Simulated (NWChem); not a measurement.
System: aminoborane (BNH4); SMILES NB

Input file for NWChem:

```
start job
memory heap 200 mb stack 900 mb global 1100 mb
geometry units angstroms noautosym nocenter noautoz
  B      0.000000     0.000000     0.769937
  N      0.000000     0.000000    -0.617404
  H      0.000000    -1.057459     1.358265
  H      0.000000     1.057459     1.358265
  H      0.000000     0.846359    -1.172053
  H      0.000000    -0.846359    -1.172053
end
basis spherical
  * library def2-svpd
end
dft
  xc b3lyp
  iterations 150
end
property
  response 1 0.0773
end
task dft property
```

NWChem printed, in part:

```
             Northwest Computational Chemistry Package (NWChem) 7.3.0
             --------------------------------------------------------

                             Geometry "geometry" -> ""
                             -------------------------

 Output coordinates in angstroms (scale by  1.889725989 to convert to a.u.)

  No.       Tag          Charge          X              Y              Z
 ---- ---------------- ---------- -------------- -------------- --------------
    1 B                    5.0000     0.00000000     0.00000000     0.76993700
    2 N                    7.0000     0.00000000     0.00000000    -0.61740400
    3 H                    1.0000     0.00000000    -1.05745900     1.35826500
    4 H                    1.0000     0.00000000     1.05745900     1.35826500
    5 H                    1.0000     0.00000000     0.84635900    -1.17205300
    6 H                    1.0000     0.00000000    -0.84635900    -1.17205300

 Effective nuclear repulsion energy (a.u.)      32.1623891397

                              NWChem Property Module
                              ----------------------

                                 NWChem DFT Module
                                 -----------------

 Summary of "ao basis" -> "ao basis" (spherical)
 ------------------------------------------------------------------------------
       Tag                 Description            Shells   Functions and Types
 ---------------- ------------------------------  ------  ---------------------
 B                         def2-svpd                 8       20   4s2p2d
 N                         def2-svpd                 8       20   4s2p2d
 H                         def2-svpd                 4        8   2s2p

            General Information
            -------------------
          SCF calculation type: DFT
          Wavefunction type:  closed shell.
          No. of atoms     :     6
          No. of electrons :    16
           Alpha electrons :     8
            Beta electrons :     8
          Charge           :     0
          Spin multiplicity:     1
          Use of symmetry is: off; symmetry adaption is: off
          Maximum number of iterations: 150
          AO basis - number of functions:    72
                     number of shells:    32
          Convergence on energy requested:  1.00D-06
          Convergence on density requested:  1.00D-05
          Convergence on gradient requested:  5.00D-04

              XC Information
              --------------
                         B3LYP Method XC Potential
                     Hartree-Fock (Exact) Exchange  0.200
                        Slater Exchange Functional  0.800 local
                    Becke 1988 Exchange Functional  0.720 non-local
              Lee-Yang-Parr Correlation Functional  0.810
                  VWN I RPA Correlation Functional  0.190 local

             Grid Information
             ----------------
          Grid used for XC integration:  medium
          Radial quadrature: Mura-Knowles
          Angular quadrature: Lebedev.
          Tag              B.-S. Rad. Rad. Pts. Rad. Cut. Ang. Pts.
          ---              ---------- --------- --------- ---------
          B                   0.85       49           8.0       434
          N                   0.65       49           8.0       434
          H                   0.35       45          10.0       434
          Grid pruning is: on
          Number of quadrature shells:   278
          Spatial weights used:  Erf1

      Superposition of Atomic Density Guess
      -------------------------------------

 Sum of atomic energies:         -80.74579568

      Non-variational initial energy
      ------------------------------

 Total energy =     -81.708694
 1-e energy   =    -170.900798
 2-e energy   =      57.029714
 HOMO         =      -0.386758
 LUMO         =       0.017281

   convergence    iter        energy       DeltaE   RMS-Dens  Diis-err
 ---------------- ----- ----------------- --------- --------- ---------
 d= 0,ls=0.0,diis     1    -81.9644381072 -1.14D+02  1.29D-02  2.20D-01
 d= 0,ls=0.0,diis     2    -81.9746140551 -1.02D-02  4.10D-03  1.71D-01
 d= 0,ls=0.0,diis     3    -81.9896508163 -1.50D-02  1.28D-03  3.19D-02
 d= 0,ls=0.0,diis     4    -81.9932235034 -3.57D-03  1.81D-04  2.07D-04
 d= 0,ls=0.0,diis     5    -81.9932468635 -2.34D-05  5.38D-05  9.64D-06
  Resetting Diis
 d= 0,ls=0.0,diis     6    -81.9932483473 -1.48D-06  1.35D-05  5.56D-07
 d= 0,ls=0.0,diis     7    -81.9932484427 -9.54D-08  6.36D-07  7.93D-10

         Total DFT energy =      -81.993248442735
      One electron energy =     -173.013738714980
           Coulomb energy =       71.306878454181
    Exchange-Corr. energy =      -12.448777321614
 Nuclear repulsion energy =       32.162389139679

 Numeric. integr. density =       16.000000869979

                       DFT Final Molecular Orbital Analysis
                       ------------------------------------

[...]

 DFT Linear Response polarizability / au
 Frequency  =       0.0773000 / au
 Wavelength =     589.4353558 / nm
              X              Y              Z
 -----------------------------------------------
 X      21.8138670     -0.0000000      0.0000000
 Y      -0.0000000     27.3862282      0.0000000
 Z       0.0000000      0.0000000     32.8489815
 -----------------------------------------------
 Eigenvalues =      21.8138670     27.3862282     32.8489815
 Isotropic   =      27.3496923
 Anisotropic =       9.5568467
 -----------------------------------------------

 Magnetic Dipole Response Matrix (nonzero elements):

 Exiting AOResponse driver routine
```

Level: B3LYP/def2-SVPD. Geometry: optimised at PBE0/def2-SVP.
